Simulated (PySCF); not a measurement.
An excited-state job on `[SiH2]([SiH2][SiH3])C#CC`.

Computed with TDDFT wB97X-D/def2-SVPD, vertical, gas phase, core orbitals frozen in the response (PySCF 2.14.0, density-fitted response routines). Geometry: GFN2-xTB. The input is one job of a driver script: a line of settings, then coordinates in Å.

Input:
```
{"job": {"kind": "uv", "xc": "wB97X-D", "basis": "def2-SVPD", "nstates": 8, "ntriplets": 3}, "charge": 0, "multiplicity": 1}
C      3.098926     1.527422    -0.121825
C      2.161315     0.434977    -0.263508
C      1.382601    -0.477230    -0.384212
Si     0.128708    -1.825236    -0.504987
Si    -1.731643    -1.198241     0.733225
Si    -2.729983     0.789264     0.107948
H      2.563761     2.450290     0.103496
H      3.795888     1.315988     0.689278
H      3.661668     1.662694    -1.045495
H      0.801250    -3.056461    -0.063445
H     -0.171180    -1.993164    -1.936666
H     -2.720472    -2.291921     0.688883
H     -1.368808    -1.143821     2.160538
H     -1.802035     1.916231     0.235500
H     -3.156790     0.751867    -1.294363
H     -3.920804     1.146284     0.884222
```

Output:
```
coarse grid: 14336 points
cycle   1  E = -988.1725359203  dE =  2.354e-01  |g| = 3.280e-01  |ddm| = 6.930e+00
cycle   2  E = -988.1938532004  dE = -2.132e-02  |g| = 2.345e-01  |ddm| = 1.622e+00
cycle   3  E = -988.2079907333  dE = -1.414e-02  |g| = 7.214e-02  |ddm| = 4.962e-01
cycle   4  E = -988.2091334755  dE = -1.143e-03  |g| = 3.500e-02  |ddm| = 1.857e-01
cycle   5  E = -988.2094761489  dE = -3.427e-04  |g| = 3.997e-03  |ddm| = 9.020e-02
cycle   6  E = -988.2094826903  dE = -6.541e-06  |g| = 1.118e-03  |ddm| = 1.948e-02
final grid: 123128 points
cycle   7  E = -988.3465052474  dE = -6.710e-05  |g| = 2.975e-03  |ddm| = 1.201e-01
cycle   8  E = -988.3465071365  dE = -1.889e-06  |g| = 1.647e-03  |ddm| = 1.878e-02
cycle   9  E = -988.3465077921  dE = -6.556e-07  |g| = 3.332e-04  |ddm| = 4.447e-03
cycle  10  E = -988.3465078321  dE = -3.991e-08  |g| = 6.842e-05  |ddm| = 1.521e-03
cycle  11  E = -988.3465078339  dE = -1.819e-09  |g| = 4.328e-05  |ddm| = 3.263e-04
cycle  12  E = -988.3465078344  dE = -5.034e-10  |g| = 1.465e-05  |ddm| = 9.468e-05
converged SCF energy = -988.3465078344

Static polarisability (au): isotropic 123.807, principal 98.869 126.890 145.661

Singlet excitations
state   eV       nm        f      main configurations
  1   5.9857    207.1   0.00586   H->L 0.25, H->L+4 0.17, H-1->L+1 0.14
  2   6.2183    199.4   0.00793   H->L+1 0.32, H-1->L 0.14, H-1->L+4 0.09
  3   6.2416    198.6   0.00973   H-1->L+1 0.43, H->L 0.09
  4   6.6855    185.5   0.07153   H->L 0.48, H->L+2 0.19, H->L+4 0.08
  5   7.0066    177.0   0.02461   H-1->L 0.62, H-1->L+1 0.08
  6   7.0271    176.4   0.05731   H->L+2 0.23, H->L+1 0.11, H-2->L+1 0.09
  7   7.2522    171.0   0.12685   H-2->L 0.50, H->L+3 0.23
  8   7.4561    166.3   0.11048   H->L+3 0.17, H->L+1 0.13, H-2->L 0.12

Triplet excitations (Tamm-Dancoff, eV): 5.1053 5.5434 5.5643
```

The SCF starts on a coarse grid where the log names one; the energy can jump when the final grid takes over, and dE then counts from the start density on the new grid. H and L stand for HOMO and LUMO; the number after each pair is its weight.

**Question.** Give the mean polarisability as a volume in Å³, and the ratio of the largest to the smallest principal value.

**Answer.** 123.807 au × 0.148185 = 18.35 Å³; 145.661/98.869 = 1.47.

**Question.** Which computed singlet has the largest oscillator strength, and what do all of them sum to?

**Answer.** State 7 at 7.25 eV (171 nm), f = 0.127; the 8 states sum to 0.414.

Summary of the converged run: HOMO -9.28 eV, LUMO 1.24 eV; lowest singlet 5.99 eV; lowest triplet 5.11 eV (Tamm–Dancoff); mean polarisability 123.8 au.

**Question.** How long does this job take on one thread of an Arm Neoverse V1, on a shared host?

**Answer.** About 38 s.

One conformer stands for the species.
Labels such as C1 count atoms from 1, the log's own numbers from 0.

wB97X-D is run here without its empirical dispersion term; that term would change no orbital, density or response property at a fixed geometry.
